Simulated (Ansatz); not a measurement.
Geometry optimisation, Ansatz 0.2.0, RKS PBE/def2-SVP.

The input (input.yaml):

```yaml
crystal:
  periodic: [false, false, false]
  atoms:
    - { symbol: C, position_ang: [-0.3353, -1.9183, -0.6536] }
    - { symbol: C, position_ang: [0.2587, -0.5993, -0.1189] }
    - { symbol: "N", position_ang: [0.4972, -0.7527, 1.3071] }
    - { symbol: S, position_ang: [1.9559, -0.3303, -0.9394] }
    - { symbol: Si, position_ang: [-0.7943, 0.9806, -0.431] }
    - { symbol: "N", position_ang: [-0.1849, 2.3057, 0.5245] }
    - { symbol: H, position_ang: [0.2734, -2.7535, -0.4937] }
    - { symbol: H, position_ang: [-0.5407, -1.787, -1.7495] }
    - { symbol: H, position_ang: [-1.3437, -2.0529, -0.1367] }
    - { symbol: H, position_ang: [1.0874, 0.0501, 1.646] }
    - { symbol: H, position_ang: [1.1422, -1.555, 1.4536] }
    - { symbol: H, position_ang: [2.1305, 0.8992, -0.4339] }
    - { symbol: H, position_ang: [-0.8386, 1.4611, -1.8404] }
    - { symbol: H, position_ang: [-2.2177, 0.8246, 0.0652] }
    - { symbol: H, position_ang: [-0.3756, 2.0558, 1.5066] }
    - { symbol: H, position_ang: [-0.7373, 3.1491, 0.3384] }
basis:
  gaussian: { orbitals: def2-SVP }
hamiltonian:
  xc: pbe
relax:
  f_tol: 0.015
  max_steps: 40
```

Run as:

```bash
$ ansatz run input.yaml --threads 2 --pin off --max-ram 3072MiB --backend cpu --events-out ev --progress --plain --runs-dir out
```

**Question.** Where does it end, and by what steps?

**Answer.** It converged. After 19 steps the energy has fallen by 0.508 eV; H16 moved furthest, 1.29 Å.

| step | energy less start (eV) | largest force component (eV/Å) | accepted |
| --- | --- | --- | --- |
| 0 | 0.0000 | 2.851 | yes |
| 1 | -0.3664 | 0.774 | yes |
| 2 | -0.4161 | 0.533 | yes |
| 3 | -0.4258 | 0.546 | yes |
| 4 | -0.4473 | 0.279 | yes |
| 5 | -0.4684 | 0.084 | yes |
| 6 | -0.4742 | 0.058 | yes |
| 7 | -0.4779 | 0.297 | yes |
| 8 | -0.4802 | 0.206 | yes |
| 9 | -0.4866 | 0.198 | yes |
| 10 | -0.4909 | 0.335 | yes |
| 11 | -0.4951 | 0.304 | yes |
| 12 | -0.5005 | 0.296 | yes |
| 13 | -0.4967 | 0.352 | no |
| 14 | -0.5055 | 0.120 | yes |
| 15 | -0.5034 | 0.191 | no |
| 16 | -0.5071 | 0.018 | yes |
| 17 | -0.5077 | 0.044 | yes |
| 18 | -0.5081 | 0.017 | yes |
| 19 | -0.5082 | 0.011 | yes |

```xyz
16
Properties=species:S:1:pos:R:3
C -0.278 -1.845 -0.803
C 0.216 -0.607 -0.058
N 0.454 -0.886 1.322
S 1.784 -0.026 -1.050
Si -0.968 0.890 -0.214
N -0.190 2.249 0.587
H 0.470 -2.666 -0.746
H -0.465 -1.633 -1.875
H -1.219 -2.209 -0.340
H 0.721 -0.036 1.835
H 1.192 -1.591 1.454
H 2.128 0.921 -0.131
H -1.297 1.078 -1.673
H -2.245 0.660 0.558
H -0.796 2.867 1.133
H 0.470 2.812 0.043
```

Whether the end is a true minimum wasn't checked by a vibrational analysis.

Time of the run: 62 s on 2 threads of AMD EPYC 7B13 (Zen 3) (shared host), peak memory 0.21 GiB.
